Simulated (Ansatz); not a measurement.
`C#[C][Ti]([F])([F])[F]` + H₂O → `C#[C][Ti]([OH])([F])[F]` + H–F at 500 K and 1 bar (formal hydrolysis of a Ti–F bond).

Gas-phase electronic energies from Ansatz, PBE0-D4/def2-TZVP geometries. CCSD(T)/CBS is the MP2 limit (def2-TZVPP, def2-QZVPP) plus CCSD(T) − MP2 in def2-TZVPP, frozen cores. This one scheme is used for every species. For Ti outer-core shells are correlated without core-valence functions, which leaves a few kJ/mol of doubt a bond. Scalar relativity is left out up to krypton. Each species was taken in one conformer, which may not be the lowest.

| species | CCSD(T)/CBS energy (Eh) | H − E (kJ/mol) | S (J/(mol·K)) |
| --- | --- | --- | --- |
| `C#[C][Ti]([F])([F])[F]` | -1225.14941 | 113.4 | 413.8 |
| H₂O | -76.37941 | 73.2 | 206.3 |
| `C#[C][Ti]([OH])([F])[F]` | -1201.12065 | 145.6 | 445.5 |
| H–F | -100.39570 | 39.4 | 188.7 |

H − E and S are ideal-gas, rigid-rotor, harmonic terms from PBE0-D4/def2-TZVP, for one conformer and one mirror image of each species. 1 Eh = 2625.50 kJ/mol, R = 8.31446 J/(mol·K).

**Question.** By hand: ΔE, ΔH, ΔS and ΔG.

**Answer.** ΔE = (-1201.12065) + (-100.39570) − (-1225.14941) − (-76.37941) = 0.01247 Eh = 32.7 kJ/mol. Δ(H − E) = 145.6 + 39.4 − 113.4 − 73.2 = -1.6, so ΔH = 31.1 kJ/mol. ΔS = 445.5 + 188.7 − 413.8 − 206.3 = 14.1 J/(mol·K). ΔG = 31.1 − 500 × (14.1)/1000 = 24.1 kJ/mol.

**Question.** By hand: the equilibrium constant, and the temperature at which ΔG would vanish if ΔH and ΔS stayed fixed.

**Answer.** log₁₀ K = −ΔG/(RT ln 10) = -2.5. ΔG = 0 at ΔH/ΔS = 2206 K, though so small a ΔS makes that figure unsure.

The number of gas molecules stays the same, so ΔS is small and ΔH decides. A doubt of 5 kJ/mol in ΔE shifts log₁₀ K by 0.5 here. Other conformers and mirror images would add mixing entropy, several J/(mol·K) or more a flexible species. These are equilibria of isolated gas molecules and say nothing of rates. Largest T1 diagnostic: 0.023 (customary marks: 0.02 for closed shells, 0.045 for open ones).
